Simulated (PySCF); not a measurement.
Species: C6H9N2O (charge +1).
Structure used (GFN2-xTB), in Å, numbered top down from 1:
```xyz
18
C6H9N2O angstrom
C     -3.0466    0.5659    0.0017
O     -1.6339    0.6895    0.1122
C     -0.9402   -0.3781   -0.4240
N      0.4839   -0.2142   -0.1356
C      0.9243    0.8702    0.5049
C      2.2883    0.9883    0.7647
N      3.1524    0.0690    0.3907
C      2.6980   -0.9942   -0.2484
C      1.3488   -1.1621   -0.5225
H     -3.4031   -0.3168    0.5386
H     -3.3550    0.5109   -1.0449
H     -3.4563    1.4629    0.4573
H     -1.0619   -0.4366   -1.5218
H     -1.2704   -1.3395    0.0107
H      0.1905    1.6087    0.7930
H      2.6820    1.8484    1.2886
H      3.4265   -1.7349   -0.5479
H      0.9639   -2.0309   -1.0356
```

The closed-shell SCF was solved with PySCF and density fitting under several settings on one GFN2-xTB geometry (grid level 2 and gas phase unless stated).

```tsv
settings	basis functions	SCF cycles	E (Eh)	HOMO (eV)	LUMO (eV)
HF/6-31G-J, grid level 1, energy threshold 1e-08 Eh	144	11	-415.8166	-15.28	-3.59
wB97X/6-31G*	144	14	-418.3863	-14.65	-5.02
```

**Question.** Estimate the rows for these settings: (1) wB97X/6-311G**, IEF-PCM tetrahydrofuran, level shift 0.3 Eh; (2) PBE0/cc-pVDZ, energy threshold 1e-08 Eh; (3) KT3/pcSseg-0, IEF-PCM acetone, energy threshold 1e-07 Eh.

**Answer.** 
```
                                                   settings  basis functions  SCF cycles     E (Eh)  HOMO (eV)  LUMO (eV)
wB97X/6-311G**, IEF-PCM tetrahydrofuran, level shift 0.3 Eh              216          15  -418.5666     -11.19      -1.44
                    PBE0/cc-pVDZ, energy threshold 1e-08 Eh              171          10  -418.0473     -12.23      -7.18
   KT3/pcSseg-0, IEF-PCM acetone, energy threshold 1e-07 Eh               99          10  -424.0094      -7.02      -4.27
```

**Question.** Over all rows, what range does the HOMO–LUMO gap span?

**Answer.** From 2.75 eV (KT3/pcSseg-0, IEF-PCM acetone, energy threshold 1e-07 Eh) to 11.69 eV (HF/6-31G-J, grid level 1, energy threshold 1e-08 Eh). The functional of the narrowest has no exact exchange, that of the widest 100 % exact exchange.

Whole jobs, the steps after the SCF included, on Arm Neoverse V2, one thread (shared host):

```
                                                   settings                                                                                  work after the SCF  wall time  peak memory
        HF/6-31G-J, grid level 1, energy threshold 1e-08 Eh  shieldings, ring-centre shieldings, charges and field gradients, density and orbital grids written       16 s     0.83 GiB
                                               wB97X/6-31G*                          1 singlet by full TDDFT, polarisability, density and orbital grids written       21 s     0.74 GiB
wB97X/6-311G**, IEF-PCM tetrahydrofuran, level shift 0.3 Eh                                                                  shieldings, ring-centre shieldings       51 s      1.4 GiB
                    PBE0/cc-pVDZ, energy threshold 1e-08 Eh                                                                  shieldings, ring-centre shieldings       24 s     0.92 GiB
   KT3/pcSseg-0, IEF-PCM acetone, energy threshold 1e-07 Eh                              spin–spin couplings from 9 perturbed nuclei, spin–dipole term left out      9.7 s     0.74 GiB
```

Cycle counts include a coarse-grid stage where the run had one. All basis functions are spherical, in the Pople sets too. KT3 was designed for NMR shieldings or shifts; total energies of different functionals aren't comparable. The structure is a single GFN2-xTB conformer; no vibrational corrections.
